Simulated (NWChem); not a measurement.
# CBrCl2F; SMILES FC(Cl)(Cl)Br

```xyz
5

F      1.6078     0.6127     0.0000
C      0.2898     0.4701     0.0000
Cl    -0.3657     1.2319    -1.4490
Cl    -0.3657     1.2319     1.4490
Br    -0.1127    -1.4321     0.0000
```
Atoms are numbered in this order, from 1.

Results from NWChem. Pople sets run with spherical d functions. STO-3G and 3-21G are far too small for this property and stand as cheap habits. Coordinates come from a PBE0/def2-SVP optimisation. GIAO values for the isolated, static molecule; σ is the absolute isotropic shielding, δ = σ(reference) − σ with the isolated reference molecule computed at the same levels (13C: tetramethylsilane, 19F: trichlorofluoromethane). Spin-orbit effects, on the heavy nuclei and on their neighbours, are missing.

| level | δ F1 (ppm) | δ C2 (ppm) | σ Cl3 (ppm) | σ Br5 (ppm) |
|---|---|---|---|---|
| Hartree-Fock/STO-3G | -9.5 | 113.3 | 929.9 | 2520.4 |
| B3LYP/6-31G* | 8.1 | 141.4 | 392.3 | 1285.6 |
| PBE0/pcSseg-1 | ? | ? | ? | ? |

**Question.** Fill in the missing entries.

**Answer.** 
- PBE0/pcSseg-1, δ F1 (ppm): 5.6
- PBE0/pcSseg-1, δ C2 (ppm): 145.8
- PBE0/pcSseg-1, σ Cl3 (ppm): 372.8
- PBE0/pcSseg-1, σ Br5 (ppm): 1172.4
